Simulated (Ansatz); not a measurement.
Basis-set extrapolation for C₈H₁₀S, SMILES `CSCc1ccccc1` (PBE0-D4/def2-TZVP geometry, frozen core, the Gaussian-basis code of Ansatz). Multiplicity 1, RHF reference.

|  | def2-TZVPP | def2-QZVPP |
| --- | --- | --- |
| HF | -706.421861 | -706.446338 |
| MP2 correlation | -1.472183 | -1.569406 |
| CCSD(T) correlation | -1.602782 | not run |

Energies in hartree. Use E(X) = E(∞) + A·exp(−7.88·√X) for Hartree–Fock and E(X) = E(∞) + B·X^(−2.97) for correlation, with X = 3 and 4, and add CCSD(T) minus MP2 of the smaller set to the MP2 limit.

What is the CCSD(T) energy at the basis-set limit?

HF limit: -706.446338 + (-0.024477) × 0.13774 = -706.44971. MP2 limit: -1.569406 + (-0.097223) × 0.74074 = -1.64142. Higher-order term: -1.602782 − (-1.472183) = -0.13060. Total: -708.22173 hartree, 517.5 kJ/mol below CCSD(T)/def2-TZVPP.
